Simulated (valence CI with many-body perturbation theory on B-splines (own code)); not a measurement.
Which ion has this spectrum?

A relativistic CI+MBPT calculation for an atom or ion with 8 electrons gives these levels (× 10³ cm⁻¹):

```csv
J,Parity,E,g
2,even,0.00,1.32
0,even,413.83,
1,even,6676.9,1.48
2,even,6824.8,1.13
2,odd,9446.0,1.47
1,odd,10021,1.17
0,even,13661,
0,odd,16204,
1,odd,16491,1.27
0,even,19750,
2,odd,55045,1.50
1,odd,55109,1.16
1,even,55868,1.48
2,even,55882,1.17
```

The energies are calculated, and their last digits are not significant.

Q: Which is it?
A. Dy58+
B. Er60+
C. Eu55+
D. Tb57+

A: A. Dy58+, ground level (2s^2 2p1/2^2 2p3/2^2) J=2.
